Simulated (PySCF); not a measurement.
A structure optimised at PBE-D3(BJ)/def2-SVP, used in a PySCF frequency run:

```
O
C 1 1.4216
H 2 1.1081 1 108.22
H 2 1.1114 3 108.60 1 121.55
H 2 1.1121 3 108.27 4 117.81
Si 1 1.6366 2 124.73 3 163.19
F 6 1.6157 1 107.04 2 -168.47
F 6 1.6250 7 105.71 1 120.33
O 6 1.6497 7 112.56 8 119.26
H 9 0.9724 6 116.61 7 -75.75
```

Problem. Write its SMILES and formula.

Solution. CO[Si](O)(F)F, CH4F2O2Si

Problem. What are its rotational constants (standard atomic weights)?

Solution. 3.7922, 2.1865, 2.1483 GHz
